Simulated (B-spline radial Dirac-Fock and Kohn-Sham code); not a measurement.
## Electron momentum distribution of Eu: Compton profiles

System: the Eu atom in the configuration [Xe] 4f7 5d1 6s1 (an excited configuration).

Level of theory: the impulse approximation on configuration-average Dirac-Fock orbitals; a radial finite-basis atomic code. pz is in atomic units of momentum; subshell profiles are per electron, for a selection of subshells; open shells are spread over both j values by their weights.

```csv
pz,J total,J 1s1/2,J 3p3/2,J 5p1/2,J 6s1/2
0.21,9.648,0.0124,0.0614,0.388,0.981
0.3,8.991,0.0124,0.0614,0.385,0.458
0.44,8.296,0.0124,0.0614,0.375,0.113
0.64,7.553,0.0124,0.0613,0.342,0.0576
0.93,6.448,0.0124,0.0613,0.260,0.0430
1.3,5.256,0.0124,0.0612,0.143,0.0136
1.9,4.189,0.0124,0.0609,0.0367,0.00248
2.8,3.319,0.0124,0.0593,0.0128,0.00196
4.1,2.203,0.0123,0.0539,0.00924,0.000459
5.9,1.299,0.0121,0.0407,0.00193,0.000185
8.6,0.7772,0.0118,0.0194,0.000922,8.25e-05
12,0.4579,0.0113,0.00547,0.000462,1.66e-05
18,0.2006,0.0100,0.00231,5.84e-05,1.11e-05
26,0.08258,0.00809,0.00170,4.59e-05,1.69e-06
38,0.02929,0.00536,0.000505,1.76e-05,< 1e-6
55,0.009800,0.00272,8.01e-05,3.35e-06,< 1e-6
80,0.002832,0.000984,8.30e-06,< 1e-6,< 1e-6
120,0.0006082,0.000236,< 1e-6,< 1e-6,< 1e-6
```

Problem. What is the peak value J(0), and which subshell contributes most to it?

Solution. J(0) = 10.91. The 6s1/2 subshell gives the largest part, 20 %.

Mean momentum ⟨p⟩ by subshell (a.u.): 1s1/2 61.4, 2s1/2 21.9, 2p1/2 29.1, 2p3/2 26.7, 3s1/2 10.9, 3p1/2 13.1, 3p3/2 12.4, 3d3/2 14.8, 3d5/2 14.6, 4s1/2 5.48, 4p1/2 6.11, 4p3/2 5.82, 4d3/2 6.23, 4d5/2 6.13, 4f5/2 5.28, 4f7/2 5.22, 5s1/2 2.04, 5p1/2 2.09, 5p3/2 1.95, 5d3/2 1.04, 5d5/2 1.01, 6s1/2 0.459.

Values without a named source are computed, but for edge energies of neutral atoms, which are taken from tables.
